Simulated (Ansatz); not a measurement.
Consider the isomerisation: `C=N[SiH](C)O` → `NC1CO[SiH2]1`.

Computed with Ansatz on PBE0-D4/def2-TZVP structures; ΔE is electronic, products minus reactants. CCSD(T)/CBS is the MP2 limit (def2-TZVPP, def2-QZVPP) plus CCSD(T) − MP2 in def2-TZVPP, frozen cores. Functionals use def2-TZVPP. HSE06 is defined as in plane-wave codes. One conformer a species, not always the lowest.

`C=N[SiH](C)O`:

```xyz
12

C    -1.916   -1.091    0.138
N    -0.664   -1.194    0.184
Si    0.478   -0.051   -0.458
C     1.472    0.621    0.950
O    -0.218    1.238   -1.225
H    -2.447   -0.250   -0.334
H    -2.554   -1.862    0.587
H     1.298   -0.822   -1.432
H     0.836    1.210    1.615
H     2.273    1.267    0.584
H     1.914   -0.191    1.531
H    -0.472    1.126   -2.141
```

`NC1CO[SiH2]1`:

Z-matrix (Å, degrees):
```
C
C 1 1.559
Si 1 2.275 2 55.2
O 1 1.445 2 101.6 3 8.2
H 1 1.096 2 111.2 3 -109.2
H 1 1.094 2 114.9 3 126.3
N 2 1.439 1 120.9 3 122.1
H 2 1.094 1 109.9 3 -109.6
H 3 1.487 1 132.1 2 93.1
H 3 1.492 1 118.8 2 -97.3
H 7 1.012 2 112.1 1 -55.5
H 7 1.013 2 112.0 1 65.9
```

```csv
level,ΔE (kJ/mol),difference from CCSD(T)/CBS
revPBE-D4,156.3,-15.2
BLYP-D4,182.1,10.6
B97M-V,173.4,1.9
HSE06-D4,150.9,-20.6
ωB97X-V,155.7,-15.8
r2SCANh,166.8,-4.7
CCSD(T)/def2-SVP,158.3,-13.2
CCSD/def2-TZVPP,171.7,0.2
CCSD(T)/def2-TZVPP,171.3,-0.2
MP2/CBS(def2),171.7,0.2
CCSD(T)/CBS,171.5,0
```

Largest T1 diagnostic among the species: 0.012.

In def2-TZVPP, CCSD(T) changes the Hartree–Fock value by −19.1 kJ/mol (the triples alone add −0.4 kJ/mol) and MP2 by −19.0 kJ/mol. Leaving LDA and LC-ωPBE aside and taking each functional with its dispersion term where it has one, the values spread over 31.2 kJ/mol, from HSE06-D4 to BLYP-D4. LDA lies −25.4 kJ/mol from PBE without D4. From BLYP to BHLYP (50 % exact exchange), in def2-TZVPP and without D4, ΔE moves by −8.2 kJ/mol.

CCSD(T)/CBS has its own doubt, a few kJ/mol and more with outer-core shells, so smaller differences from it don't rank the levels.
